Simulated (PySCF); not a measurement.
Species: C₅H₁₁NOSi₂.
SMILES: `[SiH3]C[Si@@H](N)c1occc1`

Torsions of this conformer, `[NH2:1][Si@H:2]([CH2:3][SiH3:4])[c:5]1[cH:6][cH:7][cH:8][o:9]1`: N1–Si2–C3–Si4 -162°, N1–Si2–C5–C6 21°, H–N1–Si2–C3 -39°, H–N1–Si2–C3 -178°.

The closed-shell ground state was solved at several levels (PySCF, density fitting, gas phase, non-relativistic). Isolated species at its PBE0-D3(BJ)/def2-SVP geometry (one conformer only).

| level | basis functions | HOMO (eV) | LUMO (eV) | gap (eV) | dipole (D) |
| --- | --- | --- | --- | --- | --- |
| PBE0/pcSseg-1 | 222 | -6.60 | -0.12 | 6.48 | 1.84 |
| wB97X-D/pcSseg-1 | 222 | -8.40 | 1.64 | 10.04 | 1.83 |

Estimate the row for CAM-B3LYP/def2-SVPD, a basis of 279 functions; the other rows only guide the guess.

HOMO -7.88 eV, LUMO 0.84 eV, gap 8.72 eV, dipole 1.73 D.

Over all these levels, which gives the widest orbital gap and which the narrowest?

wB97X-D/pcSseg-1 (range-separated hybrid) has the widest, 10.04 eV, and PBE0/pcSseg-1 (global hybrid, 25 % exact exchange) the narrowest, 6.48 eV. The two share the basis. From the narrowest to the widest the HOMO moves by -1.80 eV and the LUMO by +1.76 eV.

How far do the dipole and the HOMO energy spread over the levels?

The dipole runs from 1.73 to 1.84 D (mean 1.80 D) and the HOMO from -8.40 to -6.60 eV.
